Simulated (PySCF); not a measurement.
The isolated species `[H][Ge]([H])([H])[O]C` (Ge(OMe)H3) is ionised with synchrotron light (hν = 3000.0 eV). Calculated photoelectron kinetic energies of its computed core levels, recoil neglected:

```
line  kinetic energy (eV)
   1              2707.78
   2              2462.35
```

Level of theory: PySCF, delta-SCF UKS SCAN, pcX-2 on the ionised atom, pcseg-1 elsewhere, spin-free X2C.

Convert to binding energies and name the level and atom behind each line. Bonds: Ge1–O2, O2–C3. Hydrogens: H7, H8, H9 on Ge1; H4, H5, H6 on C3.

Against the vacuum level, binding energy = hν − kinetic energy.

| line | binding energy (eV) | level | atoms | environment |
| --- | --- | --- | --- | --- |
| 1 | 292.22 | C 1s | C3 | carbon bonded to O and 3 H |
| 2 | 537.65 | O 1s | O2 | oxygen bonded to C and Ge |

Where does line 1 move with hν = 1253.6 eV?

To 1253.6 − 292.22 = 961.38 eV; every photoline shifts by the change in photon energy, -1746.4 eV.

Which photon wavelength matches the C 1s of C3 threshold?

λ = hc/E = 12398.42 eV Å / 292.22 eV = 42.428 Å.

Other core shells, valence and Auger electrons aren't listed. No level of germanium is listed. Geometry: PBE0-D3(BJ)/def2-SVP; no solvent, vibrations or thermal averaging.
